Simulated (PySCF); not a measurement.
From one molecule to another.

First species: CH₇F₃O₂Si₃.
InChI=1S/CH7F3O2Si3/c2-1(3,4)8-6-9-5-7/h8-9H2,7H3

Second species: C11H10.
InChI=1S/C11H10/c1-4-10-7-5-6-8-11(10)9(2)3/h1,5-8H,2H2,3H3

Levels: PBE0/pcSseg-1 for dipole moment, HOMO energy, LUMO energy and HOMO–LUMO gap; GFN2-xTB for rotational constant A and rotational constant C. Geometries: GFN2-xTB. Each structure is a single optimised conformer of the isolated species, non-relativistic unless stated. Electronic properties by PySCF.

The conformers computed, where there is a choice (atom-mapped SMILES and torsion angles):
- `[F:1][C:2]([F:3])([F:4])[SiH2:5][O:6][SiH2:7][O:8][SiH3:9]`: F1–C2–Si5–O6 55°, C2–Si5–O6–Si7 3°, Si5–O6–Si7–O8 9°
- `[CH:1]#[C:2][c:3]1[cH:4][cH:5][cH:6][cH:7][c:8]1[C:9](=[CH2:10])[CH3:11]`: C7–C8–C9–C10 -61°

Values for the first species:

```
Dipole moment         : 1.69 D
HOMO energy           : -8.61 eV
LUMO energy           : 0.08 eV
HOMO–LUMO gap         : 8.69 eV
Rotational constant A : 1.288 GHz
Rotational constant C : 0.518 GHz
```

(1) Estimate the same properties for the second species, and the change in each.

Answers

(1) 
| property | first | second | second less first |
| --- | --- | --- | --- |
| dipole moment | 1.69 D | 0.49 D | -1.20 D |
| HOMO energy | -8.61 eV | -6.82 eV | +1.79 eV |
| LUMO energy | 0.08 eV | -1.09 eV | -1.17 eV |
| HOMO–LUMO gap | 8.69 eV | 5.73 eV | -2.96 eV |
| rotational constant A | 1.288 GHz | 1.529 GHz | +0.241 GHz |
| rotational constant C | 0.518 GHz | 0.713 GHz | +0.195 GHz |

On the first: In atomic units the dipole is 0.67 e·bohr (1 au = 2.5417 D). A dipole of 1.69 D is allowed in C1, and pure rotational transitions are dipole-allowed.

On the second: In atomic units the dipole is 0.19 e·bohr (1 au = 2.5417 D).
